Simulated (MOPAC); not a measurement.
Input file for MOPAC: AM1 on InN, 2S+1 = 3, a spin state set in the input, which need not be the lowest, a point of a bond scan (R = 2.054 Å).

```
AM1 1SCF PRECISE CHARGE=0 UHF MS=1 THREADS=1
InN

N      0.00000000 1     0.00000000 1     0.00000000 1
In     0.00000000 1     0.00000000 1     2.05422800 1
```

Program output:

```
*******************************************************************************
 **                                                                           **
 **                              MOPAC v23.2.5                                **
 **                                                                           **
 *******************************************************************************
 ** MOPAC's Digital Object Identifier: https://doi.org/10.5281/zenodo.6511958 **
 **                                                                           **
 ** Please cite the open-source release paper for use of this MOPAC version:  **
 ** J. E. Moussa and J. J. P. Stewart (2026)                                  **
 ** MOPAC: An open-source semiempirical molecular orbital program             **
 ** J. Open Source Softw., 11(119), 8025, https://doi.org/10.21105/joss.08025 **
 *******************************************************************************

                              AM1 CALCULATION RESULTS

 *******************************************************************************
 *  AM1        - The AM1 Hamiltonian to be used
 *  UHF        - UNRESTRICTED HARTREE-FOCK CALCULATION
 *
 *
 *
 *                 CHARGE ON SYSTEM = 0
 *
 *
 *
 *  MS=        - IN MECI, MAGNETIC COMPONENT OF SPIN =  1.0
 *  PRECISE    - TIGHTER CRITERIA TO BE USED
 *  1SCF       - DO 1 SCF AND THEN STOP
 *  THREADS=1  - MULTI-THREADING NOT USED
 *  T=         - A TIME OF 172800.0 SECONDS REQUESTED
 *  DUMP=N     - RESTART FILE WRITTEN EVERY 7200.0 SECONDS REQUESTED
 *******************************************************************************
AM1 1SCF PRECISE CHARGE=0 UHF MS=1 THREADS=1
 InN

   ATOM   CHEMICAL          X               Y               Z
  NUMBER   SYMBOL      (ANGSTROMS)     (ANGSTROMS)     (ANGSTROMS)

     1       N          0.00000000  *   0.00000000  *   0.00000000  *
     2      In          0.00000000  *   0.00000000  *   2.05422800  *



          CARTESIAN COORDINATES

    NO.       ATOM           X           Y           Z

     1         N          0.0000      0.0000      0.0000
     2        In          0.0000      0.0000      2.0542

  N: (AM1): M.J.S. DEWAR ET AL, J. AM. CHEM. SOC. 107 3902-3909 (1985)
 In: (AM1): J. J. P. STEWART, J. MOL. MOD., 10, 155-164 (2004)

           Empirical Formula: N In  =     2 atoms



      MOLECULAR POINT GROUP   :   C*v


          UHF CALCULATION, NO. OF ALPHA ELECTRONS =    5
                           NO. OF BETA  ELECTRONS =    3

 -------------------------------------------------------------------------------
 AM1 1SCF PRECISE CHARGE=0 UHF MS=1 THREADS=1
 InN



     1SCF WAS SPECIFIED, SO BFGS WAS NOT USED
     SCF FIELD WAS ACHIEVED


                              AM1 CALCULATION
                                                       MOPAC v23.2.5 Linux




          FINAL HEAT OF FORMATION =        138.46467 KCAL/MOL =     579.33619 KJ/MOL


          COSMO AREA              =         79.87 SQUARE ANGSTROMS
          COSMO VOLUME            =         63.66 CUBIC ANGSTROMS

          IONIZATION POTENTIAL    =          8.001065 EV
          ALPHA SOMO LUMO (EV)    =        -10.206 -0.507
          BETA  SOMO LUMO (EV)    =         -8.001 -1.258
          NO. OF ALPHA ELECTRONS  =          5
          NO. OF BETA  ELECTRONS  =          3
          MOLECULAR WEIGHT        =        128.8267         POINT GROUP:  C*v

          MOLECULAR DIMENSIONS (Angstroms)

            Atom       Atom       Distance
           In     2    N     1     2.05423
           In     2    N     1     0.00000
            N     1   In     2     0.00000


          SCF CALCULATIONS        =          1





   ATOM   CHEMICAL          X               Y               Z
  NUMBER   SYMBOL      (ANGSTROMS)     (ANGSTROMS)     (ANGSTROMS)

     1       N          0.00000000  *   0.00000000  *   0.00000000  *
     2      In          0.00000000  *   0.00000000  *   2.05422800  *

                             CARTESIAN COORDINATES

   1    N        0.000000000     0.000000000     0.000000000
   2   In        0.000000000     0.000000000     2.054228000


           Empirical Formula: N In  =     2 atoms



      MOLECULAR POINT GROUP   :   C*v


          ALPHA EIGENVALUES
 -28.63573 -13.97608 -11.56979 -10.47287 -10.20597  -0.50721  -0.17381   1.30550


           BETA EIGENVALUES
 -22.97637 -12.08544  -8.00107  -1.25767  -0.09995   0.15724   2.67429   3.28276


              NET ATOMIC CHARGES AND DIPOLE CONTRIBUTIONS

  ATOM NO.   TYPE          CHARGE      No. of ELECS.   s-Pop       p-Pop
    1          N          -0.409943        5.4099     1.84526     3.56468
    2         In           0.409943        2.5901     1.91517     0.67488
 DIPOLE           X         Y         Z       TOTAL
 POINT-CHG.     0.000     0.000     4.045     4.045
 HYBRID         0.000     0.000    -2.816     2.816
 SUM            0.000     0.000     1.229     1.229


          ATOMIC ORBITAL ELECTRON POPULATIONS

     Atom    s        px        py        pz
    1  N   1.84526   1.68475   0.95158   0.92836
    2 In   1.91517   0.31525   0.04842   0.31121


                    (SZ)    =    1.000000
                    (S**2)  =    2.072722


          ATOMIC ORBITAL SPIN POPULATIONS

    Atom   Total    s     px     py     pz
         Atomic
    1  N  2.0604  0.057  0.184  0.952  0.868
    2 In -0.0604 -0.001 -0.184  0.048  0.077

 **********************
 *                    *
 * JOB ENDED NORMALLY *
 *                    *
 **********************




 == MOPAC DONE ==
```

The run finished.

Cost: around 0.020 core-seconds (rough).
